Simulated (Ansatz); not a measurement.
TiOF, SMILES [O]=[Ti][F] (connectivity only; charge and spin as stated), neutral, multiplicity 2.

The structure is a stationary point at PBE0-D3(BJ)/def2-TZVP. The spin state was assumed, not searched.

Two levels are set side by side: PBE/def2-TZVPD (Ansatz, a program for electronic structure) and PBE0/def2-TZVPD (Ansatz). Energy differences of separate SCF runs at the same geometry; the states with an electron removed or added have multiplicity 1 and 3. Differences are taken from unrounded values.

```tsv
quantity	PBE0
vertical ionisation energy (eV)	8.40
vertical electron affinity (eV)	1.30
```

Problem. What does PBE give, and how far is it from PBE0? (Estimate from the structure and the level; the computed values follow.)

Solution. 
```
quantity                          PBE  PBE minus PBE0
-------------------------------  ----  --------------
vertical ionisation energy (eV)  7.99           -0.41
vertical electron affinity (eV)  1.21           -0.09
```
